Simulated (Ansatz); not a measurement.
Cost and result up the ladder for the cluster Rb3Cl4 (7 atoms). The state is a doublet with charge 0. Geometry: PBE0-D4/def2-SVP.

```xyz
7

Rb   -0.3554   -1.3062   -1.4199
Rb   -0.8842   -1.0259    2.9514
Rb    1.3170    2.7594   -1.0878
Cl    1.4238    0.4405    1.1903
Cl   -1.3824   -3.0785    0.8788
Cl   -1.0037    1.3964    0.7633
Cl    0.8849    0.8143   -3.2760
```

Ansatz on 4 threads of Intel Xeon Platinum 8488C on a shared host. Times are rough, and most runs start from the orbitals of an earlier one. PBE0-D4/def2-TZVP serves as the yardstick here, not as an exact answer. Differences are given only for rows in sets of like size (and for xTB, whose basis is part of the method), since another set adds its own error. Binding counts from free atoms at the same level (Rb doublet, Cl doublet; other spins of the atoms weren't run), without zero-point energy or a counterpoise term.

In the def2 sets Rb takes a core potential; there is no spin–orbit coupling. HSE06 is defined as in plane-wave codes, on full-range PBE exchange. Correlated methods freeze 20 core orbitals; core or outer-core shells of Rb are correlated, in sets that lack core-valence functions. The rows differ in basis, and correlated rows in double-zeta sets carry the largest basis error. HOMO above LUMO, or a gap near zero within one spin, warns that the state may not be the lowest or that an electron is smeared out. In the doublet, Cl4 and Cl6 lie 2.64 Å apart (atoms count from 1), so these atoms are partly bonded to each other. Another isomer (doublet) lies 0.03 eV lower at PBE0-D4/def2-TZVP; other spin states weren't run for this one.

Correlated methods converge slowly with the basis, most of all in double-zeta sets.

```json
{"level": "PBE0-D4/def2-SVP", "functions": "144", "wall time": "5 s", "binding energy per atom (eV)": "2.50", "difference from PBE0-D4/def2-TZVP (eV)": "–", "remarks": "–"}
{"level": "PBE-D4/def2-SVP", "functions": "144", "wall time": "7 s", "binding energy per atom (eV)": "2.55", "difference from PBE0-D4/def2-TZVP (eV)": "–", "remarks": "gap within one spin near zero"}
{"level": "LDA (SPW92)/def2-TZVP", "functions": "247", "wall time": "8.5 s", "binding energy per atom (eV)": "2.68", "difference from PBE0-D4/def2-TZVP (eV)": "0.26", "remarks": "gap within one spin near zero"}
{"level": "MP2/def2-TZVP", "functions": "247", "wall time": "9.5 s", "binding energy per atom (eV)": "2.39", "difference from PBE0-D4/def2-TZVP (eV)": "-0.03", "remarks": "–"}
{"level": "HSE06-D4/def2-TZVP", "functions": "247", "wall time": "11 s", "binding energy per atom (eV)": "2.42", "difference from PBE0-D4/def2-TZVP (eV)": "0.00", "remarks": "–"}
{"level": "r2SCAN-D4/def2-TZVP", "functions": "247", "wall time": "15 s", "binding energy per atom (eV)": "2.49", "difference from PBE0-D4/def2-TZVP (eV)": "0.07", "remarks": "–"}
{"level": "PBE0-D4/def2-TZVP", "functions": "247", "wall time": "19 s", "binding energy per atom (eV)": "2.42", "difference from PBE0-D4/def2-TZVP (eV)": "0.00", "remarks": "–"}
{"level": "PBE-D4/def2-TZVP (with forces)", "functions": "247", "wall time": "21 s", "binding energy per atom (eV)": "2.45", "difference from PBE0-D4/def2-TZVP (eV)": "0.03", "remarks": "gap within one spin near zero"}
{"level": "CCSD(T)/def2-SVP", "functions": "144", "wall time": "95 s", "binding energy per atom (eV)": "2.21", "difference from PBE0-D4/def2-TZVP (eV)": "–", "remarks": "–"}
```
